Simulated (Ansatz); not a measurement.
H3NSi, SMILES `N[SiH]` (lower singlet) (charge 0, multiplicity 1). This singlet lies 1.81 eV below the relaxed triplet at the level composite: frozen-core CCSD(T) with HF/cc-pVQZ and the correlation energy extrapolated as X^-3 from cc-pVTZ and cc-pVQZ, plus CCSDT(Q) minus CCSD(T) in cc-pVDZ // PBE0-D3(BJ)/def2-TZVP (Ansatz, a program for electronic structure).

Computed with PBE/cc-pVTZ // PBE0-D3(BJ)/def2-TZVP (Ansatz).

Ansatz 0.2 input:
```yaml
crystal:
  periodic: [false, false, false]
  atoms:
    - { symbol: N, position_ang: [-0.560408, -0.060571, 0.006957] }
    - { symbol: Si, position_ang: [0.978826, -0.76757, 0.218338] }
    - { symbol: H, position_ang: [-1.408546, -0.590915, 0.133202] }
    - { symbol: H, position_ang: [-0.747045, 0.896494, -0.248352] }
    - { symbol: H, position_ang: [1.737172, 0.522564, -0.110144] }
basis:
  gaussian: { orbitals: cc-pVTZ }
hamiltonian:
  xc: pbe
```

Output:

```
Functional definition: PBE
630 factors; their error is unknown
mean field evaluation 1: about -9401.6025 eV, gradient 7.0e1 eV
mean field evaluation 2: about -9351.2937 eV, gradient 1.3e2 eV
mean field evaluation 4: about -9410.6147 eV, gradient 8.4e0 eV
mean field evaluation 8: about -9410.8960 eV, gradient 1.4e-1 eV
mean field evaluation 16: about -9410.8697 eV, gradient 4.1e-5 eV
mean field -9410.86971604 eV, -345.8430831477 hartree, gradient 4.1e-5 eV, S^2 0.000000; 0 other end points of the search recorded, 0 dependent functions left out
reference -9410.86974433 eV, -345.8430841875 hartree; 12, 12 occupied and 94, 94 virtual orbitals, 630 factors
Total energy: -9410.86974433 eV, -345.8430841875 hartree
```
